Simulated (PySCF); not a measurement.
Ni⁺ (nickel, charge +1): TPSS calculation

Configuration: [Ar] 3d9, 2D determinant. Computed with PySCF 2.14 in x2c-SVPall, with scalar relativity by spin-free X2C-1e.

```json
{
  "Total energy": "-1520.043 hartree",
  "One-electron energy": "-2103.160 hartree",
  "Hartree (Coulomb) energy": "646.928 hartree",
  "Exchange-correlation energy": "-63.810 hartree",
  "⟨S²⟩": "0.8377",
  "⟨L²⟩": "6.285",
  "Sum of ⟨r⟩": "17.78 bohr",
  "Sum of ⟨r²⟩": "20.62 bohr²",
  "Traceless quadrupole moment −½Σ⟨3z² − r²⟩ along its main axis": "-0.668 e·bohr²",
  "Langevin diamagnetic susceptibility": "-16.3 ×10⁻⁶ cm³/mol",
  "Time after the integrals": "2.6 s of wall time on 1 thread of Neoverse-V2 (shared host)"
}
```

```csv
shell,electrons,mean orbital energy (hartree),spread (hartree),"rms radius, mean of both spins (bohr)"
1s α,1,-302.21073,0,0.0624
1s β,1,-302.21062,0,0.0624
2s α,1,-36.29757,0,0.265
2s β,1,-36.28042,0,0.265
2p α,3,-31.20414,0.03391,0.238
2p β,3,-31.19003,0.01910,0.238
3s α,1,-4.26965,0,0.798
3s β,1,-4.22460,0,0.798
3p α,3,-2.79774,0.06695,0.852
3p β,3,-2.75317,0.02771,0.852
3d α,5,-0.49513,0.07595,1.27
3d β,4,-0.46211,0.05437,1.27
```

⟨S²⟩ = 0.84 against 0.75 shows spin contamination.

Densities and radii are taken from the X2C orbitals without a picture-change correction, which distorts them close to the nucleus.
